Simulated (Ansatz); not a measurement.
FH3S2Si (`F[SiH2]SS`), relaxed with RKS PBE0-D4/def2-TZVP in Ansatz 0.2.0 from a PBE-D4/def2-SVP geometry. The force threshold is 0.005 eV/Å; the program also tests the step.

Total charge 0; spin multiplicity 1.

Start:

```xyz
7

F     0.032    1.281    2.122
Si   -0.269    0.619    0.653
S     0.737   -1.300    0.569
S    -0.044   -1.565   -1.384
H    -1.747    0.434    0.508
H     0.297    1.528   -0.396
H     0.995   -0.997   -2.072
```

(1) How much energy does the relaxation release, and in how many steps? (Estimate.)

(2) Which bonds change most? (An estimate is asked.)

(3) Give the relaxed structure. (Estimate.)

Results:

(1) Computed: 7.10 kJ/mol, in 6 steps.

(2) Ansatz gave: S3–S4 from 2.120 to 2.068 Å; F1–Si2 from 1.639 to 1.599 Å; Si2–S3 from 2.168 to 2.134 Å; S4–H7 from 1.369 to 1.347 Å.

(3) Ansatz gave: 
```xyz
7

F     0.028    1.258    2.070
Si   -0.260    0.603    0.641
S     0.724   -1.289    0.562
S    -0.044   -1.524   -1.344
H    -1.719    0.419    0.497
H     0.300    1.497   -0.397
H     0.970   -0.963   -2.030
```
